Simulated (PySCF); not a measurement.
KAl: from constants to spectrum

UHF-CCSD(T) constants of KAl, ³Π (triplet), unpaired electrons σ ↑, π ↑ (PySCF, no relativity, basis sets K pcseg-1, Al pcseg-1; masses 38.9637 and 26.9815 u):

* ωe: 146.8 cm⁻¹
* ωexe: 1.22 cm⁻¹
* Be: 0.089989 cm⁻¹
* αe: 0.000794 cm⁻¹
* De to K + Al: 0.430 eV

What force constant and bond length do these constants imply?

Reduced mass μred = 15.942 u; k = 5.8918×10⁻⁷·μred·ωe² (u, cm⁻¹, mdyn/Å) = 0.202 mdyn/Å; Re = √(16.8576/(μred·Be)) (u, cm⁻¹, Å) = 3.428 Å.

Estimate the centrifugal constant D from the Kratzer relation and find the Dunham coefficient a1.

D = 4Be³/ωe² = 1.35e-07 cm⁻¹; a1 = −1 − αeωe/(6Be²) = -3.40.

Correlated steps freeze 10 core orbitals. Correlated levels converge slowly with the basis: in double zeta they bind strong bonds too weakly, by up to about 1 eV, and carry superposition errors of some tenths. The state is the lowest determinant that a PBE0 search found; another state may lie lower at other levels.
